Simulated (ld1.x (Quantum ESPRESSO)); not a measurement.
Varying the RRKJ potential for palladium

Base potential:

- Element: palladium (Pd)
- Generator: ld1.x (Quantum ESPRESSO) 7.5
- Type: norm-conserving RRKJ (Kleinman–Bylander form)
- Functional: PBE
- Relativity: scalar-relativistic
- Frozen core: [Ar] 3d10
- Valence charge: 18
- Reference configuration: 4s2 4p6 4d10 5s0 5p0
- Partial waves: 4p (bound): rc 1.65 bohr; 4d (bound): rc 1.45 bohr; 4s (bound): rc 1.20 bohr
- Local potential: the s channel
- Core correction: Bessel-smoothed model core, default radius (core density twice the valence density)
- rho0: 0.01

Cutoffs, loose and tight: the cutoffs (Ry, on a coarse ladder) from which the occupation-weighted sum of valence levels, in a spherical-Bessel basis at the reference potential, stays within 10 and 1 mRy of its value at 400 Ry. They do not see the model core or the augmentation charge, which bear on the density cutoff. Test errors are all-electron minus pseudo excitation energies from the reference, over the configurations 4s2 4p6 4d9 5s0 5p0; 4s2 4p6 4d8 5s0 5p0; 4s2 4p6 4d7 5s0 5p0; 4s2 4p6 4d9 5s1 5p0; 4s1 4p6 4d10 5s0 5p0; 4s2 4p5 4d10 5s0 5p0; 4s2 4p6 4d9.5 5s0 5p0. A dash means not determined; rows that change the core or the reference have their own tests.

A true bound ghost makes a file unfit for plane-wave use even where its test errors are small: the radial tests pick states by their node count and pass the ghost by.

| change | outcome | cutoff, loose | cutoff, tight | bound ghosts | largest test error (meV) |
| --- | --- | --- | --- | --- | --- |
| base | generated | 110 Ry | 180 Ry | none | +238 |
| all radii but the core radius scaled by about 0.78 (s 0.94, p 1.28, d 1.12 bohr) | generated | 140 Ry | 260 Ry | none | +72 |
| all radii but the core radius scaled by about 0.88 (s 1.06, p 1.46, d 1.28 bohr) | generated | 140 Ry | 230 Ry | none | +100 |
| all radii but the core radius scaled by about 1.03 (s 1.24, p 1.70, d 1.50 bohr) | generated | 100 Ry | 160 Ry | none | +348 |
| all radii but the core radius scaled by about 1.14 (s 1.38, p 1.88, d 1.66 bohr) | generated | 80 Ry | 100 Ry | none | +723 |
| all radii but the core radius scaled by about 1.23 (s 1.48, p 2.02, d 1.78 bohr) | generated | 60 Ry | 90 Ry | none | +1194 |
| all radii but the core radius scaled by about 1.35 (s 1.62, p 2.24, d 1.96 bohr) | generated | 45 Ry | 80 Ry | s (extra level of the local part) | +1863 |

Reading the sweep of the scale of all radii but the core radius (base = 1) (base included, trends over the rows without a ghost): The loose cutoff falls from 140 Ry at 0.78 to 60 Ry at 1.23. A larger radius leaves more room for a smooth pseudo-wave, so fewer plane waves are needed; a smaller one forces it to follow the all-electron wave where it bends sharply. The median size of the test errors (rows with all tests solved) is not monotonic: lowest 14.1 meV at 0.78, highest 59.7 meV at 1.14. Bound ghosts are found at 1.35.
